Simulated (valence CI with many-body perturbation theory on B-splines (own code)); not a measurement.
Results of a calculation; reference values are marked as such.
## I12+ in three bases

Level of theory: configuration interaction combined with many-body perturbation theory (CI+MBPT): five valence electrons over a frozen Dirac-Fock core [Kr], a basis of 7 s, 7 p, 8 d, 6 f, 4 g, 1 h functions for each j, with the one-electron correlation potential Σ1 (screened to all orders), the two-electron term Σ2, the three-electron term Σ3, Breit, model QED; selected single and double excitations, second order for the rest (own B-spline code, finite nucleus).

No measured levels were compared; by estimate terms of the open shell hold to 2 to 4 % of their energy, and close levels can change places. Among the levels kept, up to 480 cm⁻¹ of a level comes from second order outside the variational space, and about a tenth of that is noise between levels of different J, which matters for small intervals. Only levels of the ground parity were solved; by the run's estimate the other parity begins above the list, which can be wrong where configurations are misplaced.

The reference run has the lowest level 4d5 6S_5/2 and an ionisation energy of 279.518 eV. Its largest variational space holds 19998 state functions.

Names give the largest LS component (configuration and term), which can be under half, so a name can repeat, a term be missing and a line seem to break the LS rules; names also repeat where a configuration has a term twice. Letters in brackets count levels of one name in rising energy.

Changed runs:
A. basis 6 s, 6 p, 5 d, 5 f, 1 g
B. basis 5 s, 5 p, 4 d, 4 f

Excitation energies of the reference run in cm⁻¹, and shifts in cm⁻¹:

```csv
Level,Reference,A,B
4d5 4G_5/2 [a],34791,+405,+1506
4d5 4G_7/2,41313,+311,+1411
4d5 4G_11/2,42725,+212,+1375
4d5 4G_5/2 [b],43740,+322,+1366
4d5 4D_3/2,43822,+383,+1525
4d5 4G_9/2,44066,+227,+1346
4d5 4P_1/2,48626,+439,+1591
4d5 4D_7/2,52666,+284,+1684
4d5 4D_5/2,57485,+427,+1751
4d5 4D_1/2,59425,+410,+1737
4d5 2I_11/2,61160,+272,+1719
4d5 4P_3/2,61994,+334,+1528
Ionisation energy (eV),279.518,-0.039,-0.051
```
